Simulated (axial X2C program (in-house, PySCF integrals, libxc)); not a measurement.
## Nuclear properties of HAsH⁻

Computed with an in-house all-electron X2C program for linear molecules (integrals from PySCF): two-component X2C with atomic mean-field Coulomb and Gaunt terms, Gaussian nuclei, basis H dyall-v3z, As dyall-v3z with contracted cores.

H–As–H held linear, with bonds 1.690 and 1.690 Å (near the PBE0 minimum at charge -1 of the determinant lowest at the starting distance; the state shown can have its own minimum elsewhere, held linear; other orders of the atoms were not compared).

Determinant lowest in the PBE0 search, Ω = 2 (⟨Sz⟩ = 1.00, ⟨Lz⟩ = 1.00 at PBE0), spin on the atoms H 0.26, As 0.48, H 0.26:

```tsv
level	A∥/gI H (MHz)	qzz H (a.u.)	A∥/gI As (MHz)	qzz As (a.u.)
PBE0	29.9	0.08	857	2.19
HF	34.7	0.08	805	2.34
PBE	28.9	0.07	854	2.10
```

A∥ (defined per Ω) follows by multiplying with gI = μI/(I μN); qzz is the electric field gradient, eQq0 = 234.96 MHz × Q/barn × qzz. The operators were transformed with the bare-nucleus X2C matrices; with these basis sets, hyperfine constants and field gradients can be off by tens of per cent, and where levels differ in sign neither size nor sign is settled.

Question: With gI(1H) = 5.5857, gI(75As) = 0.9597, Q(75As) = 0.311 barn (g factors from the IAEA table of nuclear moments by Stone; Q from Pyykkö, Mol. Phys. 2018), turn the PBE0 values of the first state into constants in MHz.

Answer: A∥(1H) = 29.9 × 5.5857 = 167 MHz; A∥(75As) = 857 × 0.9597 = 822 MHz; eQq0(75As) = 234.96 × (0.311) × (2.19) = 160 MHz.

The molecule was held linear; bending was not examined, so a bent shape may lie lower.

Each state is one determinant with collinear spin, which with several unpaired electrons need not be a pure state. Unrestricted Hartree–Fock can overshoot spin polarisation at the nuclei. For an anion, determinants above electron detachment, or with a positive highest level, are held by the basis set. With several open shells hyperfine constants can be off by a factor of several. Open-shell Ω = 0 determinants with evenly filled partner blocks cannot be reached by this program, so the Ω shown need not be the lowest component. States lie within half an eV, so the first need not be the ground state. Further determinants of the search, some of them spin-mixed, are not shown.
